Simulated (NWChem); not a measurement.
The numbers come from NWChem runs, not from measurements. System: HClOSi, charge 0, spin multiplicity 1, at a geometry optimised with PBE/def2-SVP. The structure started from a generated list of species. Level: G0W0@PBE0/def2-TZVP, RI basis def2-tzvp-rifit.

The NWChem input:

```
start mol
memory heap 200 mb stack 700 mb global 1700 mb
geometry units angstroms nocenter noautoz
  Si    -0.780286    -0.449033     0.000000
  Cl     0.432579     1.279568     0.000000
  O      0.436730    -1.617506     0.000000
  H      0.076310    -2.526149     0.000000
  symmetry group Cs
end
basis spherical
  * library def2-tzvp
end
basis "ri basis" bse spherical
  * library def2-tzvp-rifit
end
dft
  xc pbe0
  iterations 100
  direct
  tolerances tight
end
task dft energy
gw
  states alpha occ 4 vir 2
end
task dft gw
```

NWChem printed:

```
             Northwest Computational Chemistry Package (NWChem) 7.3.0
             --------------------------------------------------------

                                NWChem Input Module
                                -------------------

 Scaling coordinates for geometry "geometry" by  1.889725989
 (inverse scale =  0.529177249)

 Turning off AUTOSYM since
 SYMMETRY directive was detected!

                             Geometry "geometry" -> ""
                             -------------------------

 Output coordinates in angstroms (scale by  1.889725989 to convert to a.u.)

  No.       Tag          Charge          X              Y              Z
 ---- ---------------- ---------- -------------- -------------- --------------
    1 Si                  14.0000    -0.78028600    -0.44903300     0.00000000
    2 Cl                  17.0000     0.43257900     1.27956800     0.00000000
    3 O                    8.0000     0.43673000    -1.61750600     0.00000000
    4 H                    1.0000     0.07631000    -2.52614900     0.00000000

 Effective nuclear repulsion energy (a.u.)     129.5946656244

            Nuclear Dipole moment (a.u.)
            ----------------------------
        X                 Y               Z
 ---------------- ---------------- ----------------
    -0.0000207870    -0.0000056692     0.0000000000

      Symmetry information
      --------------------

 Group name             Cs
 Group number              2
 Group order               2
 No. of unique centers     4

      Symmetry unique atoms

     1    2    3    4


 Summary of "ao basis" -> "" (spherical)
 ------------------------------------------------------------------------------
       Tag                 Description            Shells   Functions and Types
 ---------------- ------------------------------  ------  ---------------------
 *                         def2-tzvp                  on all atoms

 new library libraries.bse/

 Summary of "ri basis" -> "" (spherical)
 ------------------------------------------------------------------------------
       Tag                 Description            Shells   Functions and Types
 ---------------- ------------------------------  ------  ---------------------
 *                      def2-tzvp-rifit               on all atoms

                                 NWChem DFT Module
                                 -----------------

 Summary of "ao basis" -> "ao basis" (spherical)
 ------------------------------------------------------------------------------
       Tag                 Description            Shells   Functions and Types
 ---------------- ------------------------------  ------  ---------------------
 Si                        def2-tzvp                13       37   5s5p2d1f
 Cl                        def2-tzvp                13       37   5s5p2d1f
 O                         def2-tzvp                11       31   5s3p2d1f
 H                         def2-tzvp                 4        6   3s1p

 Summary of "ao basis" -> "ao basis" (spherical)
 ------------------------------------------------------------------------------
       Tag                 Description            Shells   Functions and Types
 ---------------- ------------------------------  ------  ---------------------
 Si                        def2-tzvp                13       37   5s5p2d1f
 Cl                        def2-tzvp                13       37   5s5p2d1f
 O                         def2-tzvp                11       31   5s3p2d1f
 H                         def2-tzvp                 4        6   3s1p

      Symmetry analysis of basis
      --------------------------

        a'         76
        a"         35

            General Information
            -------------------
          SCF calculation type: DFT
          Wavefunction type:  closed shell.
          No. of atoms     :     4
          No. of electrons :    40
           Alpha electrons :    20
            Beta electrons :    20
          Charge           :     0
          Spin multiplicity:     1
          Use of symmetry is: on ; symmetry adaption is: on
          Maximum number of iterations: 100
          This is a Direct SCF calculation.
          AO basis - number of functions:   111
                     number of shells:    41
          Convergence on energy requested:  1.00D-06
          Convergence on density requested:  1.00D-05
          Convergence on gradient requested:  5.00D-04

              XC Information
              --------------
                         PBE0 Method XC Functional
                     Hartree-Fock (Exact) Exchange  0.250
          PerdewBurkeErnzerhof Exchange Functional  0.750
            Perdew 1991 LDA Correlation Functional  1.000 local
           PerdewBurkeErnz. Correlation Functional  1.000 non-local

             Grid Information
             ----------------
          Grid used for XC integration:  medium
          Radial quadrature: Mura-Knowles
          Angular quadrature: Lebedev.
          Tag              B.-S. Rad. Rad. Pts. Rad. Cut. Ang. Pts.
          ---              ---------- --------- --------- ---------
          Si                  1.10       88           8.0       590
          Cl                  1.00       88          11.0       590
          O                   0.60       49           9.0       434
          H                   0.35       45          10.0       434
          Grid pruning is: on
          Number of quadrature shells:   270
          Spatial weights used:  Erf1

          Convergence Information
          -----------------------
          Convergence aids based upon iterative change in
[...]
 2-e energy   =     443.539777
 HOMO         =      -0.276455
 LUMO         =      -0.034253

      Symmetry analysis of molecular orbitals - initial
      -------------------------------------------------

  Numbering of irreducible representations:

     1 a'          2 a"

  Orbital symmetries:

     1 a'          2 a'          3 a'          4 a'          5 a'
     6 a'          7 a"          8 a'          9 a'         10 a'
    11 a"         12 a'         13 a'         14 a'         15 a'
    16 a'         17 a"         18 a"         19 a'         20 a'
    21 a"         22 a'         23 a'         24 a'         25 a'
    26 a"         27 a'         28 a'         29 a'         30 a"

   convergence    iter        energy       DeltaE   RMS-Dens  Diis-err    time
 ---------------- ----- ----------------- --------- --------- ---------  ------
 d= 0,ls=0.0,diis     1   -825.2068294619 -9.55D+02  9.25D-03  1.06D+00     3.2
 d= 0,ls=0.0,diis     2   -825.0875423731  1.19D-01  5.66D-03  1.92D+00     5.5
 d= 0,ls=0.0,diis     3   -825.2747389668 -1.87D-01  1.40D-03  1.26D-01     7.3
 d= 0,ls=0.0,diis     4   -825.2842313743 -9.49D-03  7.66D-04  1.35D-02     8.7
 d= 0,ls=0.0,diis     5   -825.2860191570 -1.79D-03  1.13D-04  5.38D-04    10.0
 d= 0,ls=0.0,diis     6   -825.2860757559 -5.66D-05  1.58D-05  5.29D-06    11.4
 d= 0,ls=0.0,diis     7   -825.2860763277 -5.72D-07  4.04D-06  2.88D-07    12.8

         Total DFT energy =     -825.286076327685
      One electron energy =    -1399.349252741211
           Coulomb energy =      502.248138736349
    Exchange-Corr. energy =      -57.779627947175
 Nuclear repulsion energy =      129.594665624352

 Numeric. integr. density =       40.000000327259

     Total iterative time =     11.9s

                  Occupations of the irreducible representations
                  ----------------------------------------------

                     irrep           alpha         beta
                     --------     --------     --------
                     a'               16.0         16.0
                     a"                4.0          4.0

                       DFT Final Molecular Orbital Analysis
                       ------------------------------------

 Vector   18  Occ=2.000000D+00  E=-3.439472D-01  Symmetry=a"
              MO Center=  3.7D-01,  8.1D-01, -2.9D-15, r^2= 2.2D+00
   Bfn.  Coefficient  Atom+Function         Bfn.  Coefficient  Atom+Function
  ----- ------------  ---------------      ----- ------------  ---------------
    54      0.496033  2 Cl pz                57      0.313030  2 Cl pz
    51      0.229381  2 Cl pz                45     -0.188946  2 Cl pz
    82     -0.181220  3 O  pz                85     -0.154386  3 O  pz
    88     -0.119606  3 O  pz                48     -0.088239  2 Cl pz
    17      0.052915  1 Si pz                27      0.049439  1 Si d -1

 Vector   19  Occ=2.000000D+00  E=-3.418490D-01  Symmetry=a'
              MO Center=  3.2D-01,  1.1D+00, -1.5D-15, r^2= 1.6D+00
   Bfn.  Coefficient  Atom+Function         Bfn.  Coefficient  Atom+Function
  ----- ------------  ---------------      ----- ------------  ---------------
    53     -0.375274  2 Cl py                52      0.369402  2 Cl px
    56     -0.232772  2 Cl py                55      0.228855  2 Cl px
    50     -0.172947  2 Cl py                49      0.170242  2 Cl px
    44      0.142523  2 Cl py                43     -0.140195  2 Cl px
    15      0.087148  1 Si px                47      0.066508  2 Cl py

 Vector   20  Occ=2.000000D+00  E=-2.745832D-01  Symmetry=a'
              MO Center= -7.7D-01, -3.0D-01, -6.5D-15, r^2= 3.0D+00
   Bfn.  Coefficient  Atom+Function         Bfn.  Coefficient  Atom+Function
  ----- ------------  ---------------      ----- ------------  ---------------
     5      0.530984  1 Si s                  4      0.398156  1 Si s
    15     -0.263835  1 Si px                52      0.247435  2 Cl px
     3     -0.236266  1 Si s                 80      0.194732  3 O  px
    55      0.192144  2 Cl px                83      0.165609  3 O  px
    86      0.143802  3 O  px                53      0.120344  2 Cl py

 Vector   21  Occ=0.000000D+00  E=-7.850851D-02  Symmetry=a"
              MO Center= -7.6D-01, -3.7D-01,  3.6D-13, r^2= 3.0D+00
   Bfn.  Coefficient  Atom+Function         Bfn.  Coefficient  Atom+Function
  ----- ------------  ---------------      ----- ------------  ---------------
    20      0.533795  1 Si pz                17      0.508978  1 Si pz
    57     -0.210597  2 Cl pz                88     -0.190287  3 O  pz
    82     -0.165850  3 O  pz                 8     -0.156979  1 Si pz
    14      0.151185  1 Si pz                54     -0.150457  2 Cl pz
    85     -0.133270  3 O  pz                51     -0.085791  2 Cl pz

 Vector   22  Occ=0.000000D+00  E=-3.382031D-03  Symmetry=a'
              MO Center= -8.0D-01, -1.1D+00, -3.2D-14, r^2= 4.7D+00
   Bfn.  Coefficient  Atom+Function         Bfn.  Coefficient  Atom+Function
  ----- ------------  ---------------      ----- ------------  ---------------
    19      0.780854  1 Si py                79      0.712423  3 O  s
   108     -0.492875  4 H  s                 16      0.340113  1 Si py
    42     -0.300986  2 Cl s                 55      0.234566  2 Cl px
    86     -0.215951  3 O  px                87     -0.146148  3 O  py
    52      0.137485  2 Cl px                 5     -0.133537  1 Si s

 Vector   23  Occ=0.000000D+00  E= 2.923139D-02  Symmetry=a'
              MO Center= -3.7D-01, -6.6D-01, -3.3D-13, r^2= 5.3D+00
   Bfn.  Coefficient  Atom+Function         Bfn.  Coefficient  Atom+Function
  ----- ------------  ---------------      ----- ------------  ---------------
    18      0.724308  1 Si px               108      0.703469  4 H  s
    79     -0.643195  3 O  s                 42     -0.523021  2 Cl s
     5      0.447189  1 Si s                 56      0.408385  2 Cl py
    19      0.359368  1 Si py                15      0.310528  1 Si px
     4      0.237520  1 Si s                 16      0.235933  1 Si py

 center of mass
 --------------
 x =   0.00848909 y =   0.08898488 z =   0.00000000

 moments of inertia (a.u.)
 ------------------
         396.378449018337         -63.021931294760           0.000000000000
         -63.021931294760          95.105279371377           0.000000000000
           0.000000000000           0.000000000000         491.483728389714

     Multipole analysis of the density
     ---------------------------------

     L   x y z        total         alpha         beta         nuclear
     -   - - -        -----         -----         ----         -------
     0   0 0 0     -0.000000    -20.000000    -20.000000     40.000000

     1   1 0 0     -0.521386     -0.260683     -0.260683     -0.000021
     1   0 1 0     -0.880359     -0.440177     -0.440177     -0.000006
     1   0 0 1     -0.000000     -0.000000     -0.000000      0.000000

     2   2 0 0    -24.897916    -36.083428    -36.083428     47.268941
     2   1 1 0      1.124240    -14.562949    -14.562949     30.250139
     2   1 0 1     -0.000000     -0.000000     -0.000000      0.000000
     2   0 2 0    -19.542664   -113.276605   -113.276605    207.010547
     2   0 1 1      0.000000      0.000000      0.000000      0.000000
     2   0 0 2    -22.274411    -11.137205    -11.137205      0.000000

 Task  times  cpu:       12.8s     wall:       12.8s

                                NWChem Input Module
                                -------------------

                                 NWChem GW Module
                                 ----------------

                             ***********************
                             ***        GW       ***
                             ***********************

 Summary of "ri basis" -> "ri basis" (spherical)
 ------------------------------------------------------------------------------
       Tag                 Description            Shells   Functions and Types
 ---------------- ------------------------------  ------  ---------------------
 Si                     def2-tzvp-rifit             29      113   9s7p6d5f2g
 Cl                     def2-tzvp-rifit             29      113   9s7p6d5f2g
 O                      def2-tzvp-rifit             22       76   8s6p4d3f1g
 H                      def2-tzvp-rifit              7       15   4s2p1d

                 Memory Information
                 ------------------
          Available GA per process is          1699.9 MBs
          Available stack per process is        700.0 MBs
          Available heap per process is           0.0 MBs

          Peak memory in Initialization
              Peak GA per process is                  6.7 MBs
              Peak stack per process is               0.1 MBs
              Peak heap per process is                7.2 MBs
              Memory not in MA per process            0.0 MBs

          Peak memory in AFF Calculation
              Peak GA per process is                 35.5 MBs
              Peak stack per process is              25.3 MBs
              Peak heap per process is                0.0 MBs
              Memory not in MA per process           25.3 MBs

          Computing 2-center integrals
          Computing Inverse Cholesky factor
          Computing 3-center integrals
          Computing V_xc ...

          Computing Sigma_x
          Computing RPA polarizability
          Solving quasiparticle equations

                  Alpha Orbitals
          State     Energy (eV)     Error (eV)
          -----------------------------------
@GW        17        -12.640           0.005
@GW        18        -11.393           0.005
@GW        19        -11.405           0.005
@GW        20         -9.621           0.005
@GW        21         -0.014           0.005
@GW        22          1.854           0.004

   Applying  -2.1492 eV scissor-shift to rest of particle states

   Applying   2.1221 eV scissor-shift to rest of hole states

     GW Timing Statistics
   ------------------------
   Init.   :          0.1s
     ERIs  :          0.8s
     Distr.:          0.0s
     Vxc   :          1.3s
   Sigma_x :          0.0s
   RPA     :          1.5s
   Wmn     :          0.0s
   Sigma_c :          0.0s
   GW total:          3.7s

 Task  times  cpu:        3.7s     wall:        3.7s

 Total times  cpu:       16.5s     wall:       16.5s
```
